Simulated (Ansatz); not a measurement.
SnF₂. Charge 0, multiplicity 1. Geometry PBE0-D4/def2-TZVP, basis def2-TZVP, Ansatz.

```xyz
3

Sn   -0.265   -0.395    0.721
F    -0.340   -0.909   -1.140
F     0.606    1.304    0.419
```

```tsv
run	HOMO (eV)	LUMO (eV)
A	-8.58	-3.05
B	-10.09	-1.88
C	-8.97	-2.74
D	-7.80	-3.38
E	-8.72	-2.77
F	-8.32	-3.13
```

In the def2 sets Sn takes a core potential; there is no spin–orbit coupling. B3LYP takes the VWN-RPA correlation. HSE06 is defined as in plane-wave codes, on full-range PBE exchange.

**Question.** The runs used B3LYP, CAM-B3LYP, HSE06, PBE0, r2SCAN, r2SCAN0. Estimate which is which.

**Answer.** A B3LYP (20 % exact exchange); B CAM-B3LYP (range-separated); C r2SCAN0 (25 % exact exchange); D r2SCAN (0 % exact exchange); E PBE0 (25 % exact exchange); F HSE06 (range-separated). Exact exchange lowers occupied and raises empty levels; among semilocal functionals meta-GGAs tend to open the gap a little, and such runs are hard to tell apart. The gap grows from 4.43 eV (r2SCAN) to 8.21 eV (CAM-B3LYP).
